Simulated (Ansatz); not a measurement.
System: H₃GeO₂, charge 0, doublet. H3GeO2 (SMILES [OH][GeH][OH], doublet).
B3LYP-D3(BJ)/def2-TZVP minimum from Ansatz (a first-principles code):
```
Ge
O 1 1.7866
H 2 0.9646 1 112.06
O 1 1.8041 2 102.44 3 35.07
H 4 0.9633 1 113.94 2 -170.88
H 1 1.5739 2 103.99 3 150.60
```
Charge 0, spin multiplicity 2.

Wanted: atomisation energy (electronic, to ground-state atoms), in kcal/mol. Open shells are spin-unrestricted; no spin-orbit coupling. Correlated methods leave the cores frozen (noble-gas shells, and filled d and f shells in the p block). No relativity. CBS(X,Y): correlation extrapolated as X^-3, Hartree-Fock from the larger set. A bracket is a step between two methods taken in the basis named. Double hybrids freeze cores in their MP2 part. For partners of very few electrons the exact lower level stands in for a higher one.

CCSD(T)/CBS(cc-pVTZ,cc-pVQZ) + [CCSDT(Q) - CCSD(T)]/cc-pVDZ (Ansatz) gives 462.0 kcal/mol.

Question: What does PBE/def2-TZVPD (Ansatz) give here, and how do the other levels compare?

Answer: PBE gives 465.2 kcal/mol, 3.2 kcal/mol above it. Differences of the others: r2SCAN/def2-TZVPD (Ansatz) -2.1; B3LYP/def2-TZVPD (Ansatz) -11.1; PBE0/def2-TZVPD (Ansatz) -13.9; wB97M-V/def2-TZVPD (Ansatz) -6.4; B2PLYP/def2-TZVPD (Ansatz) -11.4; CCSD(T)/CBS(cc-pVTZ,cc-pVQZ) (Ansatz) -1.1 kcal/mol.
